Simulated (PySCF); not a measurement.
From one molecule to another.

First species: C₈H₁₀Se.
Geometry (PBE0-D3(BJ)/def2-SVP, Å), atoms numbered from 1 in this order:
```xyz
19
C8H10Se angstrom
C      3.7692   -0.6016    0.0727
Se     2.9060    1.0441   -0.4633
C      1.0819    0.5720   -0.1977
C      0.1162    1.5190   -0.5626
C     -1.2363    1.2494   -0.3906
C     -1.6761    0.0311    0.1433
C     -3.1389   -0.2694    0.2934
C     -0.7018   -0.9029    0.5055
C      0.6585   -0.6454    0.3415
H      3.5928   -0.8165    1.1355
H      3.4347   -1.4420   -0.5507
H      4.8441   -0.4423   -0.0865
H      0.4244    2.4797   -0.9846
H     -1.9707    2.0066   -0.6801
H     -3.5436   -0.7403   -0.6186
H     -3.3251   -0.9617    1.1275
H     -3.7224    0.6454    0.4730
H     -1.0100   -1.8618    0.9324
H      1.3807   -1.4049    0.6450
```

Second species: InEt2(NH2), C₄H₁₂InN.
SMILES: `C[CH2][In]([NH2])[CH2]C`

Levels: CAM-B3LYP/def2-SVPD for HOMO energy, LUMO energy, HOMO–LUMO gap and static isotropic polarisability; TDDFT CAM-B3LYP/def2-SVPD for lowest singlet excitation; TDA CAM-B3LYP/def2-SVPD for lowest triplet excitation (Tamm–Dancoff). Geometries: PBE0-D3(BJ)/def2-SVP. Each structure is a single optimised conformer of the isolated species (atoms past krypton carry core potentials, spin–orbit coupling is left out); the electronic structure was computed with PySCF and density fitting.

The conformers computed, where there is a choice (atom-mapped SMILES and torsion angles):
- `[CH3:1][Se:2][c:3]1[cH:4][cH:5][c:6]([CH3:7])[cH:8][cH:9]1`: C1–Se2–C3–C4 -176°

```tsv
property	column X	column Y
HOMO energy	-6.95 eV	-8.01 eV
LUMO energy	0.71 eV	0.23 eV
HOMO–LUMO gap	7.66 eV	8.24 eV
lowest singlet excitation	4.62 eV	5.07 eV
lowest triplet excitation (Tamm–Dancoff)	3.74 eV	4.60 eV
static isotropic polarisability	125.2 au	97.3 au
```

Q: Which column belongs to which species?

A: Column X is the first species and column Y the second. The first has 19 atoms and 92 electrons, the second 18 and 92.

Q: How does each property change from the first species to the second?

A: HOMO energy -1.06 eV; LUMO energy -0.48 eV; HOMO–LUMO gap +0.58 eV; lowest singlet excitation +0.45 eV; lowest triplet excitation (Tamm–Dancoff) +0.86 eV; static isotropic polarisability -27.9 au.

On the first: The principal polarisabilities are 78.9, 120.9 and 175.8 au; their mean is the isotropic value. The vertical singlet–triplet gap S1 − T1 is 0.88 eV (TDDFT singlet less Tamm–Dancoff triplet). The calculation is non-relativistic and has no spin–orbit coupling, an omission that weighs most on selenium.

On the second: No computed singlet falls in the visible range (750 to 380 nm, 1.65 to 3.26 eV); S1 lies 1.81 eV above its blue end. S1 lies 3.17 eV below the HOMO–LUMO gap. Atoms past krypton carry effective core potentials; spin–orbit coupling is left out.
